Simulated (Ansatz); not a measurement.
`CB(N)O[SiH3]` and `CNB(C)N` differ in one atom or group.

Ansatz, PBE0-D4/def2-TZVP geometries, multiplicity 1. Each molecule was computed in one conformer, which needn't be the lowest.

```json
{"property": "HOMO–LUMO gap (PBE/def2-TZVPP) / eV", "`CB(N)O[SiH3]`": "5.93"}
{"property": "HOMO energy (B3LYP/def2-TZVPP) / eV", "`CB(N)O[SiH3]`": "-7.54"}
{"property": "LUMO energy (B3LYP/def2-TZVPP) / eV", "`CB(N)O[SiH3]`": "0.13"}
{"property": "HOMO–LUMO gap (ωB97M-V/def2-TZVPP) / eV", "`CB(N)O[SiH3]`": "12.00"}
{"property": "HOMO–LUMO gap (B3LYP/def2-TZVPP) / eV", "`CB(N)O[SiH3]`": "7.67"}
{"property": "LUMO energy (PBE0/def2-TZVPP) / eV", "`CB(N)O[SiH3]`": "0.38"}
```

Give the same properties after the change, and the shifts. (Best estimate.)

Computed: 
| property | `CNB(C)N` | shift |
| --- | --- | --- |
| HOMO–LUMO gap (PBE/def2-TZVPP) / eV | 5.12 | -0.81 |
| HOMO energy (B3LYP/def2-TZVPP) / eV | -6.09 | 1.45 |
| LUMO energy (B3LYP/def2-TZVPP) / eV | 0.59 | 0.46 |
| HOMO–LUMO gap (ωB97M-V/def2-TZVPP) / eV | 10.83 | -1.17 |
| HOMO–LUMO gap (B3LYP/def2-TZVPP) / eV | 6.68 | -0.99 |
| LUMO energy (PBE0/def2-TZVPP) / eV | 0.93 | 0.55 |

With PBE0 the HOMO rises by 1.47 eV and the LUMO rises by 0.55 eV, so the gap narrows by about 0.92 eV. PBE moves the HOMO by 1.42 eV and ωB97M-V by 1.51 eV.

B3LYP here is the variant with VWN-RPA as its local correlation; programs differ in this.
